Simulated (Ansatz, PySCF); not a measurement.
This Ansatz (a quantum-chemistry and plane-wave program) input computes a PBE0/def2-TZVPD energy:

Ansatz 0.2 input:
```yaml
crystal:
  periodic: [false, false, false]
  atoms:
    - {symbol: Sn, position_ang: [0.00095792, -0.18867299, 0.00075827]}
    - {symbol: O, position_ang: [0.01020342, -2.00967040, 0.00807684]}
    - {symbol: O, position_ang: [0.79733647, 1.59842090, -0.03295547]}
    - {symbol: O, position_ang: [-0.81352691, 1.59045568, 0.02013942]}
basis:
  gaussian:
    orbitals: def2-TZVPD
hamiltonian:
  xc: {name: PBE0}
output: {forces: true}
```

Write an input for the same energy in PySCF and say what it gives.


```python
from pyscf import gto, scf, dft

mol = gto.M(
    atom='''
    Sn    0.00095792   -0.18867299    0.00075827
    O     0.01020342   -2.00967040    0.00807684
    O     0.79733647    1.59842090   -0.03295547
    O    -0.81352691    1.59045568    0.02013942
    ''',
    basis='def2-tzvpd',
    ecp='def2-tzvp',
    charge=0,
    spin=0,
    verbose=4,
)

mf = dft.RKS(mol, xc='pbe0').density_fit(auxbasis='def2-universal-jkfit')
mf.grids.level = 3
mf.conv_tol = 1e-9
mf.max_cycle = 100
mf.max_memory = 1500
mf.kernel()
if not mf.converged:
    mf = mf.newton()
    mf.kernel(mf.make_rdm1())
mf.analyze()
```
It gives -439.65975 Eh, and Ansatz -439.65972 Eh, a difference of 0.03 mEh, from the treatment of integrals and grids.
